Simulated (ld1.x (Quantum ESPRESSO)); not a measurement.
Reading a pseudo-wave (phosphorus)

Columns: radius, all-electron u(r) and pseudo u(r) of the 3p shell (level -9.66 eV) of phosphorus in the configuration [Ne] 3s2 3p2.5; PBE, scalar-relativistic, TM semilocal scheme, ld1.x (Quantum ESPRESSO) 7.5.

```tsv
r (bohr)	all-electron	pseudo
0.082	0.1053	-0.0039
0.165	0.2389	-0.0158
0.248	0.3059	-0.0354
0.330	0.3047	-0.0618
0.413	0.2539	-0.0951
0.495	0.1733	-0.1336
0.578	0.0759	-0.1774
0.660	-0.0259	-0.2246
0.742	-0.1265	-0.2745
0.825	-0.2228	-0.3267
0.908	-0.3110	-0.3796
0.990	-0.3890	-0.4315
1.072	-0.4576	-0.4816
1.155	-0.5175	-0.5295
1.238	-0.5683	-0.5733
1.320	-0.6096	-0.6112
1.402	-0.6426	-0.6429
1.485	-0.6681	-0.6681
1.568	-0.6864	-0.6864
1.650	-0.6982	-0.6982
1.733	-0.7044	-0.7044
1.815	-0.7056	-0.7056
1.898	-0.7025	-0.7025
1.980	-0.6957	-0.6957
2.062	-0.6858	-0.6858
2.145	-0.6731	-0.6731
```

(1) How many radial nodes do the two functions have?

(2) At about which radius was the pseudo-wave matched?

(3) Is the pseudo-wave norm-conserving?

Results:

(1) The all-electron 3p function has n − l − 1 = 1; the pseudo-wave has 0, since the states of the same l below it are removed with the core.

(2) 1.60 bohr. The columns agree to 0.0005 from 1.40 bohr on; several derivatives are matched, so the curves merge somewhat inside the radius.

(3) Yes: the TM semilocal scheme keeps the norm inside the radius equal to the all-electron one, which fixes the energy derivative of the logarithmic derivative at the level.
